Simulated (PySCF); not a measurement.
C3H7N, SMILES C/C=N\C. Geometry optimised at PBE-D3(BJ)/def2-SVP. The structure was generated by enumeration; whether it is a known compound was not checked.

Computed equilibrium geometry at PBE-D3(BJ)/def2-SVP (PySCF confirms it by a frequency run) as Cartesian coordinates in Å, and its point group:
point group Cs.
```xyz
11

C     -0.5179     1.5242     0.0000
C      0.6674     0.5906     0.0000
N      0.7199    -0.6881     0.0000
C     -0.4692    -1.5065     0.0000
H     -1.4967     1.0099     0.0000
H     -0.4716     2.1907    -0.8875
H     -0.4716     2.1907     0.8875
H      1.6534     1.1091     0.0000
H     -1.4523    -0.9780     0.0000
H     -0.4410    -2.1779     0.8852
H     -0.4410    -2.1779    -0.8852
```
Charge 0, spin multiplicity 1.
